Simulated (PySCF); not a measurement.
Record of a relaxation.

CdMe2, C2H6Cd (singlet state).
Bonds: Cd1–C2, Cd1–C6. Hydrogens: H3, H4, H5 on C2; H7, H8, H9 on C6.

Computed by this run: PBE0-D3(BJ)/def2-SVP geometry optimisation, gas phase, def2 core potentials past Kr (PySCF); density fitting, grid level 1; the optimiser is geomeTRIC in internal coordinates, started from a GFN2-xTB structure with every atom displaced at random (about 0.03 Å). The frame can shift and turn from step to step; on so coarse a grid that alone can change the energy by a few meV, and forces under 0.02 eV/Å are noise.

Step 0: E = -6730.7751 eV, largest atomic force 3.039 eV/Å
```
atom  x, y, z in Å  |  force x, y, z in eV/Å
Cd1     0.084   -0.059    0.012   -0.426   0.255  -0.334
C2     -0.019   -0.028    2.206    2.514   0.391  -0.285
H3     -0.499    0.895    2.587    0.262  -0.121  -0.132
H4      1.105   -0.103    2.607   -2.425   0.151  -0.612
H5     -0.601   -0.876    2.547   -0.151  -0.550   0.272
C6     -0.007    0.031   -2.220    1.997  -1.449   1.774
H7     -0.990    0.010   -2.589   -1.826  -0.015  -0.557
H8      0.554   -0.851   -2.621   -0.355   0.438   0.182
H9      0.504    0.911   -2.556    0.410   0.900  -0.307
```

Step 1: E = -6731.0974 eV, largest atomic force 0.315 eV/Å
```
atom  x, y, z in Å  |  force x, y, z in eV/Å
Cd1     0.067   -0.042   -0.008   -0.246   0.125   0.109
C2      0.001   -0.029    2.104   -0.056  -0.092  -0.241
H3     -0.459    0.895    2.481   -0.031   0.016   0.028
H4      1.022   -0.095    2.492    0.202  -0.023   0.220
H5     -0.574   -0.893    2.470    0.005   0.030   0.071
C6      0.013    0.020   -2.113    0.261  -0.114   0.135
H7     -1.021   -0.001   -2.484    0.026   0.049  -0.066
H8      0.557   -0.853   -2.506   -0.055   0.008  -0.139
H9      0.527    0.929   -2.461   -0.106   0.002  -0.118
```

Step 2: E = -6731.1116 eV, largest atomic force 0.203 eV/Å
```
atom  x, y, z in Å  |  force x, y, z in eV/Å
Cd1     0.046   -0.030   -0.002   -0.117   0.063  -0.042
C2      0.004   -0.031    2.116    0.071  -0.066  -0.116
H3     -0.458    0.891    2.498   -0.019   0.015   0.020
H4      1.025   -0.098    2.520    0.004  -0.001   0.051
H5     -0.571   -0.892    2.491   -0.002   0.018   0.027
C6      0.020    0.017   -2.124    0.112  -0.035   0.166
H7     -1.013    0.001   -2.506    0.026   0.022  -0.015
H8      0.557   -0.853   -2.530   -0.020  -0.012  -0.051
H9      0.522    0.927   -2.489   -0.055  -0.005  -0.039
```

Step 3: E = -6731.1150 eV, largest atomic force 0.026 eV/Å
```
atom  x, y, z in Å  |  force x, y, z in eV/Å
Cd1     0.026   -0.018   -0.004   -0.004   0.004   0.020
C2      0.007   -0.033    2.112    0.022  -0.008   0.004
H3     -0.456    0.887    2.501   -0.001  -0.002   0.010
H4      1.026   -0.100    2.523   -0.016   0.005  -0.020
H5     -0.569   -0.891    2.494   -0.006   0.002   0.000
C6      0.026    0.015   -2.117    0.002   0.008  -0.013
H7     -1.004    0.002   -2.508    0.002  -0.005  -0.004
H8      0.557   -0.856   -2.532   -0.001  -0.003   0.004
H9      0.519    0.924   -2.495    0.002  -0.002  -0.002
```

Step 4: E = -6731.1151 eV, largest atomic force under 0.02 eV/Å
```
atom  x, y, z in Å  |  force x, y, z in eV/Å
Cd1     0.024   -0.015   -0.003   -0.002   0.003  -0.008
C2      0.006   -0.033    2.112   -0.013   0.001   0.004
H3     -0.456    0.886    2.505    0.002  -0.002   0.004
H4      1.026   -0.101    2.520    0.010  -0.001  -0.005
H5     -0.569   -0.891    2.495   -0.001   0.000  -0.001
C6      0.026    0.015   -2.118   -0.002   0.006  -0.001
H7     -1.003    0.001   -2.511    0.000  -0.004  -0.001
H8      0.558   -0.856   -2.529    0.002  -0.002   0.005
H9      0.520    0.924   -2.497    0.003  -0.002   0.001
```

Problem. Summarise the path.

Solution. The energy falls by 32.80 kJ/mol from step 0 to step 4; nine tenths of that is first reached at step 1. It falls at every step. The largest force goes from 3.039 to under 0.02 eV/Å. Among the bonds Cd1–C6 changes most, from 2.236 to 2.115 Å; the atoms move by 0.089 Å rms after alignment.

The cost below is that of the whole optimisation. On one thread, Intel Xeon Platinum 8488C (x86_64), no GPU (shared host), this took 15 s and 0.36 GiB of memory at its peak.
